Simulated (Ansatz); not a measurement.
Cu₂Ag₇ (the lowest doublet isomer of a short search) was relaxed with PBE0-D4 (def2-SVP) in Ansatz in these states: charge -1 singlet, neutral doublet. The geometries follow in no particular order.

In the def2 sets Ag takes a core potential; there is no spin–orbit coupling.

A:

Cartesian coordinates in Å:
```
Ag -0.410 -1.822 -0.805
Ag -1.383 2.043 1.339
Ag 1.229 1.026 2.311
Ag 2.071 -0.680 -1.757
Ag 1.688 -1.319 0.930
Ag -0.554 0.329 -2.728
Ag -2.265 0.214 -0.529
Cu 0.380 0.729 -0.264
Cu -0.757 -0.521 1.504
```

B:

```xyz
9

Ag    0.809   -1.325   -1.363
Ag   -2.434    0.560    1.137
Ag   -0.072    0.380    2.720
Ag    2.356    1.146   -0.826
Ag    1.884   -0.848    1.147
Ag   -0.004    1.299   -2.422
Ag   -1.854   -0.570   -1.351
Cu   -0.022    0.795    0.119
Cu   -0.663   -1.435    0.839
```

Problem. Judge from the bond lengths which geometry belongs to which state (an estimate).

Solution. A is the charge -1 singlet (Ag4–Ag6 2.975 Å, Ag2–Ag3 2.967 Å, Ag3–Cu8 2.728 Å); B is the neutral doublet (Ag4–Ag6 2.854 Å, Ag2–Ag3 2.850 Å, Ag3–Cu8 2.635 Å).
